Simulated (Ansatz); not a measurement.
Consider the hydrogenolysis of a Te–C bond: `O[SiH2]C[TeH]` + H₂ → H₂Te + `C[SiH2]O`.

Isolated molecules relaxed with PBE0-D4/def2-TZVP in Ansatz; ΔE leaves out vibrations. CCSD(T)/CBS is the MP2 limit (def2-TZVPP, def2-QZVPP) plus CCSD(T) − MP2 in def2-TZVPP, frozen cores. This one scheme is used for every species. DFT in def2-TZVPP. def2 core potentials past Kr. For Te outer-core shells are correlated without core-valence functions, which leaves a few kJ/mol of doubt a bond. One conformer a species, not always the lowest.

`O[SiH2]C[TeH]`:

Cartesian coordinates in Å:
```
O 0.835 1.761 0.237
Si 0.235 0.636 -0.801
C 0.284 -1.064 -0.025
Te -0.758 -1.031 1.860
H 0.482 1.715 1.131
H 1.095 0.706 -2.008
H -1.180 0.913 -1.176
H 1.307 -1.346 0.235
H -0.145 -1.853 -0.644
H -2.155 -0.436 1.191
```

H₂:

Z-matrix (Å, degrees):
```
H
H 1 0.746
```

H₂Te:

Cartesian coordinates in Å:
```
Te -0.551 0.543 -0.077
H 1.103 0.541 -0.154
H -0.552 -1.084 0.231
```

`C[SiH2]O`:

```xyz
9

C    -0.408   -1.021    0.408
Si    0.072    0.752    0.097
O     1.298    0.895   -1.001
H    -1.188   -1.073    1.173
H     0.449   -1.603    0.757
H    -0.797   -1.495   -0.496
H     0.595    1.376    1.337
H    -1.131    1.504   -0.365
H     1.109    0.666   -1.911
```

| level | ΔE (kJ/mol) |
| --- | --- |
| r2SCAN-D4 | -49.2 |
| SCS-MP2/def2-TZVPP | -45.5 |

Q: What does CCSD(T)/CBS give? (An estimate is asked.)

A: Computed: -40.8 kJ/mol. The listed levels differ from it by -8.4, -4.7 kJ/mol.

Largest T1 diagnostic among the species: 0.011.

The D4 term adds +16.1 kJ/mol with B3LYP and +8.5 kJ/mol with PBE0; it sums over pairs of atoms, weighted by their polarisabilities, and B3LYP, whose exchange is more repulsive, gets the larger term. In def2-TZVPP, CCSD(T) changes the Hartree–Fock value by +34.1 kJ/mol (the triples alone add +7.8 kJ/mol) and MP2 by +44.5 kJ/mol.

B3LYP here is the variant with VWN-RPA as its local correlation; programs differ in this.
